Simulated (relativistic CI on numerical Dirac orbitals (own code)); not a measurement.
Calculated at this level of theory: Dirac-Coulomb-Breit CI, separate exchange-only KLI orbitals for each configuration, model QED (radiative potential, 1s self-energy scaled to tabulated hydrogen-like ionisation energies), unscaled Slater integrals (own radial code, finite nucleus).

The strongest absorption lines from the ground level of an ion, among the configurations computed and to levels below about 648 eV (vacuum wavelength in nm, gf): 2.0178 (3.5), 2.0693 (0.2), 2.0832 (0.46), 6.6134 (2.8), 6.6969 (0.71), 6.9734 (0.42), 7.3466 (0.61), 7.5474 (1.5).

(1) Which ion is it?
A. Tc XXIII
B. Rh XXVII
C. Tc XXV
D. Tc XXVII

Answers

(1) C. Tc XXV has 19 electrons and the ground level 3s2 3p6 3d 2D_3/2; the strongest line goes to 3s2 3p6 4f 2F°_5/2. The pattern of lines fixes the number of electrons, and along that sequence the line energies rise steadily with the charge (about as its square where n changes within one kind of shell, about linearly where n is kept but much faster in heavy ions where fine structure, which grows about as Z⁴, sets the gap, and irregularly where shells cross), which fixes Z. Configurations outside the model, such as inner-shell arrays, can give stronger lines. At this charge energies of transitions that change n are usually good to better than 1 %, and those within a shell (Δn = 0) to a few per cent.

LS names give the leading component of a level, which can be under half, so a name can repeat, a term be missing and a line seem to break the LS rules.
